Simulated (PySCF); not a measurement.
C₃H, SMILES [C]([CH+])[C] (connectivity only; charge and spin as stated), charge +1, multiplicity 1.

Geometry optimised at PBE0-D3(BJ)/def2-TZVP.

Two levels are set side by side: PBE/def2-TZVPD (PySCF) and ωB97X/def2-TZVPD (PySCF). Same geometry, gas phase. Differences are taken from unrounded values.

```
quantity                        PBE
---------------------------  ------
orbital gap (eV)               2.24
highest occupied level (eV)  -15.16
lowest empty level (eV)      -12.92
mean polarisability (bohr³)    26.9
```

### Question
These are the PBE values. What does ωB97X give? (Estimate from the structure and the level; the computed values follow.)

### Answer

```
quantity                      ωB97X  PBE minus ωB97X
---------------------------  ------  ---------------
orbital gap (eV)              10.12            -7.88
highest occupied level (eV)  -19.67             4.52
lowest empty level (eV)       -9.55            -3.37
mean polarisability (bohr³)    27.3             -0.4
```

PBE's occupied levels lie high since its potential decays too fast outside the molecule; exact exchange lowers them and widens the gap. Differences between two approximate levels are no errors against the true value.

Rough cost on one machine, each run with all the roots and properties that it gave: ωB97X against PBE within a factor of 2.
